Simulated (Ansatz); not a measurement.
`Cl[Se][Se]Cl`, charge 0, multiplicity 1.

(1) Give a relaxed structure at PBE0-D4/def2-TZVP (Ansatz). (Estimate.)

## Answers

(1) Computed: 
```xyz
4

Cl   -1.4909   -0.8209   -1.6520
Se    0.5049   -0.0230   -1.2534
Se    0.3339    1.1402    0.6443
Cl    0.6520   -0.2963    2.2612
```
Point group C2.
